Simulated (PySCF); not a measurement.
C2H9NSi3, SMILES [SiH3]C#C[SiH2]N[SiH3].

Coordinates come from a PBE-D3(BJ)/def2-SVP optimisation. The structure was generated by enumeration, and PubChem lists no compound with its InChIKey, so it may never have been made. One conformer was computed; it need not be the lowest.

Calculation: TDA-B3LYP/def2-SVPD (PySCF).

Vertical excitations. 

```tsv
state	energy (eV)	λ (nm)	f	main pairs
S1	5.27	235	0.000	HOMO−1→LUMO 80 %
S2	5.37	231	0.028	HOMO→LUMO 70 %, HOMO−1→LUMO+1 22 %
S3	5.45	227	0.001	HOMO→LUMO+1 54 %, HOMO−2→LUMO+1 29 %, HOMO−1→LUMO 15 %
S4	5.65	219	0.019	HOMO−2→LUMO 50 %, HOMO−1→LUMO+1 24 %, HOMO→LUMO 22 %
S5	5.94	209	0.001	HOMO−2→LUMO+1 60 %, HOMO→LUMO+1 38 %
S6	6.48	191	0.002	HOMO→LUMO+2 88 %
T1	4.37	284	0	HOMO−2→LUMO 35 %, HOMO−1→LUMO+1 35 %, HOMO→LUMO 18 %
T2	4.74	261	0	HOMO−1→LUMO 50 %, HOMO−2→LUMO+1 21 %, HOMO→LUMO+1 11 %
```
Triplets are in the Tamm–Dancoff approximation.
